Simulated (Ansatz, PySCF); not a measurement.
Molecule: Al$_{2}$H$_{4}$ (charge 0, singlet). SMILES: [AlH2][AlH2]
Coordinates optimised at B3LYP-D3(BJ)/def2-TZVP (Ansatz, a quantum-chemistry and plane-wave program):
```
Al
H 1 1.5905
H 1 1.5905 2 116.05
Al 1 2.5886 2 121.97 3 180.00
H 4 1.5905 1 121.97 2 -90.00
H 4 1.5905 5 116.05 1 180.00
```

Wanted: vertical triplet-singlet gap (E(triplet) - E(singlet); each state is the SCF solution reached for its spin; the molecule has degenerate orbitals, so one determinant may break the symmetry), in kcal/mol. Valence correlation only, unless marked. UHF or UKS for open shells. No spin-orbit coupling. Non-relativistic. Basis-set limits of correlation are two-point, X^-3; Hartree-Fock from the larger set. The bracket is a focal-point correction in the basis named.

```
level              program  vertical triplet-singlet gap (kcal/mol)
-----------------  -------  ---------------------------------------
M06-2X/def2-TZVPD    PySCF                                     67.1
```

Question: What does RI-MP2/CBS(aug-cc-pV(T+d)Z,aug-cc-pV(Q+d)Z)+[CCSD(T)-MP2]/aug-cc-pV(T+d)Z (Ansatz) give?

Answer: 71.7 kcal/mol, so M06-2X/def2-TZVPD differs from it by -4.6 kcal/mol.
